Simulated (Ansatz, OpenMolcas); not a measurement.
AlI (iodoaluminum): the energy, rung by rung

AlI: 2 atoms, total charge 0, spin state singlet. As SMILES, `[Al][I]`. Geometry: the measured bond length.

```xyz
2

Al    0.0000    0.0000    0.0000
I     0.0000    0.0000    2.5371
```

Quantity: the energy change with the Al1–I2 bond stretched from 2.537 to 5.582 Å, in eV. The values are calculated.

```json
{"level": "SVWN5/def2-TZVPPD (core potential) (restricted)", "kind": "LDA", "program": "OpenMolcas", "value (eV)": "3.38", "CPU time (all runs)": "39 s"}
{"level": "PBE/def2-TZVPPD (core potential) (restricted)", "kind": "GGA", "program": "OpenMolcas", "value (eV)": "3.13", "CPU time (all runs)": "57 s"}
{"level": "M06-L/def2-TZVPPD (core potential) (restricted)", "kind": "meta-GGA", "program": "OpenMolcas", "value (eV)": "3.19", "CPU time (all runs)": "53 s"}
{"level": "TPSS/def2-TZVPPD (core potential) (restricted)", "kind": "meta-GGA", "program": "OpenMolcas", "value (eV)": "3.19", "CPU time (all runs)": "82 s"}
{"level": "r2SCAN/def2-TZVPPD (core potential) (restricted)", "kind": "meta-GGA", "program": "Ansatz", "value (eV)": "3.35", "CPU time (all runs)": "65 s"}
{"level": "B3LYP/def2-TZVPPD (core potential) (restricted)", "kind": "global hybrid", "program": "Ansatz", "value (eV)": "3.17", "CPU time (all runs)": "39 s"}
{"level": "HSE06/def2-TZVPPD (core potential) (restricted)", "kind": "range-separated hybrid", "program": "Ansatz", "value (eV)": "3.45", "CPU time (all runs)": "38 s"}
{"level": "wB97M-V/def2-TZVPPD (core potential) (restricted)", "kind": "range-separated hybrid", "program": "Ansatz", "value (eV)": "3.62", "CPU time (all runs)": "2.2 min"}
```

The first shape isn't each level's own minimum. The values span 3.13 to 3.62 eV. Times are those of the runs behind each value, whatever else they computed, on shared processors of several kinds: orders of magnitude only.
